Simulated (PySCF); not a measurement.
SnH₃Cl, SMILES [SnH3][Cl].

Coordinates come from a B3LYP-D3(BJ)/def2-TZVP optimisation. The def2 effective core potentials stand for the cores of Sn; spin–orbit coupling is left out.

These are PBE0/def2-TZVPD (PySCF) values and carry that method's errors.

Gas-phase values at a fixed geometry.

Computed frontier levels, gap, dipole moment and polarisability:
```yaml
highest_occupied_level: -8.65 eV
lowest_empty_level: -1.09 eV
orbital_gap: 7.56 eV
dipole_moment: 2.61 D
quadrupole, principal values (traceless, Buckingham form, about the centre of nuclear charge): -1.90, 0.95, 0.95 D·Å
mean_static_polarisability: 56.4 bohr³ (8.35 Å³)
polarisability_principal_values: 52.2, 52.2, 64.8 bohr³
```
